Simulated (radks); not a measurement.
Species: Er I. Configuration: [Xe] 4f11 5d1 6s2 (not the ground configuration).

Method: Dirac Kohn-Sham, PBEsol, spin-unpolarised, spherical densities, point nucleus; open shells fill j = l - 1/2 first; computed with a radial shooting solver on a logarithmic mesh with Libxc functionals.

Energy parts (Ry):
total: -26190.8102
kinetic: 28912.5925
electron-nucleus: -64789.7248
Hartree: 10235.6573
exchange-correlation: -549.3353

Orbitals (lengths in bohr, moments of r in powers of bohr; r(max) is where P^2 peaks):
[
 {"orbital": "1s1/2", "occ.": "2", "eigenvalue (Ry)": "-4210.922", "r(max)": "0.01286"},
 {"orbital": "2s1/2", "occ.": "2", "eigenvalue (Ry)": "-707.4495", "r(max)": "0.07343"},
 {"orbital": "2p1/2", "occ.": "2", "eigenvalue (Ry)": "-673.8613", "r(max)": "0.05513"},
 {"orbital": "2p3/2", "occ.": "4", "eigenvalue (Ry)": "-606.5126", "r(max)": "0.06135"},
 {"orbital": "3s1/2", "occ.": "2", "eigenvalue (Ry)": "-158.9302", "r(max)": "0.2075"},
 {"orbital": "3p1/2", "occ.": "2", "eigenvalue (Ry)": "-144.1963", "r(max)": "0.1951"},
 {"orbital": "3p3/2", "occ.": "4", "eigenvalue (Ry)": "-130.0553", "r(max)": "0.2081"},
 {"orbital": "3d3/2", "occ.": "4", "eigenvalue (Ry)": "-104.8523", "r(max)": "0.1642"},
 {"orbital": "3d5/2", "occ.": "6", "eigenvalue (Ry)": "-101.7615", "r(max)": "0.1679"},
 {"orbital": "4s1/2", "occ.": "2", "eigenvalue (Ry)": "-31.75845", "r(max)": "0.4742"},
 {"orbital": "4p1/2", "occ.": "2", "eigenvalue (Ry)": "-25.87155", "r(max)": "0.4763"},
 {"orbital": "4p3/2", "occ.": "4", "eigenvalue (Ry)": "-22.67486", "r(max)": "0.5040"},
 {"orbital": "4d3/2", "occ.": "4", "eigenvalue (Ry)": "-12.98343", "r(max)": "0.5065"},
 {"orbital": "4d5/2", "occ.": "6", "eigenvalue (Ry)": "-12.40087", "r(max)": "0.5154"},
 {"orbital": "5s1/2", "occ.": "2", "eigenvalue (Ry)": "-4.10010", "r(max)": "1.105"},
 {"orbital": "5p1/2", "occ.": "2", "eigenvalue (Ry)": "-2.47666", "r(max)": "1.201"},
 {"orbital": "5p3/2", "occ.": "4", "eigenvalue (Ry)": "-2.05749", "r(max)": "1.285"},
 {"orbital": "4f5/2", "occ.": "6", "eigenvalue (Ry)": "-0.72860", "r(max)": "0.5029"},
 {"orbital": "4f7/2", "occ.": "5", "eigenvalue (Ry)": "-0.64408", "r(max)": "0.5081"},
 {"orbital": "6s1/2", "occ.": "2", "eigenvalue (Ry)": "-0.32301", "r(max)": "3.199"},
 {"orbital": "5d3/2", "occ.": "1", "eigenvalue (Ry)": "-0.16348", "r(max)": "1.852"},
 {"orbital": "5d5/2", "occ.": "0", "eigenvalue (Ry)": "-0.14158", "r(max)": "1.919"}
]

The highest occupied level is 5d3/2 at -2.224 eV. Summed over all electrons, <r^2> = 76.80 bohr^2, which gives a Langevin (diamagnetic) susceptibility term of -60.8 x 10^-6 cm^3/mol.
